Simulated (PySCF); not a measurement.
F3H3O2Zr, SMILES [OH][Zr](<-[OH2])([F])([F])[F], multiplicity 1. The structure is a stationary point at PBE-D3(BJ)/def2-SVP. The spin state was assumed, not searched. The structure was generated by enumeration; whether it is a known compound was not checked. The def2 effective core potentials stand for the cores of Zr; spin–orbit coupling is left out. One conformer was computed; it need not be the lowest.

Method: PBE-D3(BJ)/def2-SVP in PySCF.

Harmonic wavenumbers (cm⁻¹): 89, 90, 146, 153, 176, 183, 210, 243, 274, 316, 325, 418, 503, 613, 651, 665, 722, 1553, 3659, 3757, 3876. Rotational constants (GHz): 2.445, 1.809, 1.780; symmetry number 1.

Q: Work out the zero-point energy and the ideal-gas rigid-rotor harmonic-oscillator thermochemistry at 298.15 K and 1 atm.

A: ZPE = ½ Σ hcν = ½ × 18623 cm⁻¹ = 111.39 kJ/mol. H − E(el) = 140.49 kJ/mol. Entropy in J/(mol K): translation 173.73, rotation 117.59, vibration 118.66, total 409.98. G − E(el) = 18.26 kJ/mol. Cp = 143.70 J/(mol K). Modes under 150 cm⁻¹ make the vibrational entropy uncertain.
